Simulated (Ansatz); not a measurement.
Reactions of C$_{2}$H$_{6}$BClOSi, SMILES `C=C[SiH2]B(O)Cl`.

Calculated with Ansatz (gas phase, PBE0-D4/def2-TZVP geometries, no zero-point term in ΔE). CBS: MP2 limit from def2 TZ/QZ plus the TZ coupled-cluster correction, frozen cores. This one scheme is used for every species, atoms too. Functionals use def2-TZVPP. B3LYP here is the variant with VWN-RPA as its local correlation; programs differ in this. No spin–orbit coupling; open shells (•) take unrestricted orbitals. Spin–orbit coupling would lower the free atoms: a little for B, C, Cl, O, Si. Bonds to As, Ge are less sure, by a few kJ/mol each and by 10 to 20 or more in all where they break to atoms, as the def2 sets lack core-valence functions. Scalar relativity is left out up to krypton. One conformer a species, not always the lowest.

```tsv
reaction	CCSD(T)/CBS(def2) (kJ/mol)
`C=C[SiH2]B(O)Cl` + H₂S → `OB(S)Cl` + `C=C[SiH3]`	?
`C=C[SiH2]B(O)Cl` + H₂ → `OBCl` + `C=C[SiH3]`	-44
`C=C[SiH2]B(O)Cl` + H₂O → `C=C[SiH2]O` + `OBCl`	-114
`C=C[SiH2]B(O)Cl` + `B[NH][GeH3]` → `B[N]([GeH3])C=C` + `OB([SiH3])Cl`	29
`C=C[SiH2]B(O)Cl` + arsine → `C=C[SiH2][AsH2]` + `OBCl`	-59
`C=C[SiH2]B(O)Cl` + CH₃OH → `COB(O)Cl` + `C=C[SiH3]`	?
`C=C[SiH2]B(O)Cl` + H₂ → `OB([SiH3])Cl` + ethylene	-26
`C=C[SiH2]B(O)Cl` + `[SH][GeH3]` → `C=C[SiH2][S][GeH3]` + `OBCl`	?
`C=C[SiH2]B(O)Cl` + H₂S → `C=C[SiH2]S` + `OBCl`	-88
`C=C[SiH2]B(O)Cl` → B• + 2 C• + Cl• + 6 H• + O• + Si•	4621
```

Fill in the missing values. (Estimate.)

The calculation gave: `C=C[SiH2]B(O)Cl` + H₂S → `OB(S)Cl` + `C=C[SiH3]`: -83.4 kJ/mol; `C=C[SiH2]B(O)Cl` + CH₃OH → `COB(O)Cl` + `C=C[SiH3]`: -149.4 kJ/mol; `C=C[SiH2]B(O)Cl` + `[SH][GeH3]` → `C=C[SiH2][S][GeH3]` + `OBCl`: -98.4 kJ/mol.

Largest T1 diagnostic: 0.014, for B•.
